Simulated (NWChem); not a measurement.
# SiH4TeSO; SMILES S[Te]O[SiH3]

```xyz
8

Te     0.6394    -0.5205     0.0521
S     -1.5090    -1.5582     0.0130
H     -1.4751    -2.0075    -1.2640
O      0.2169     1.2837    -0.6983
Si    -0.5128     2.5058     0.1873
H     -1.8838     2.1107     0.6324
H     -0.5994     3.6878    -0.7171
H      0.2990     2.8534     1.3953
```
Atoms are numbered in this order, from 1.

Results from NWChem. Coordinates come from a PBE0/def2-SVP optimisation. def2 effective core potentials on Te; no spin-orbit coupling.

For level TPSS/def2-SVP:

- highest occupied level (eV): -5.43
- dipole (D): 1.23

Problem. Estimate the same quantities for level TPSS/def2-TZVP.

Solution. The highest occupied level (eV) comes out as -5.54. The dipole (D) is 1.07.
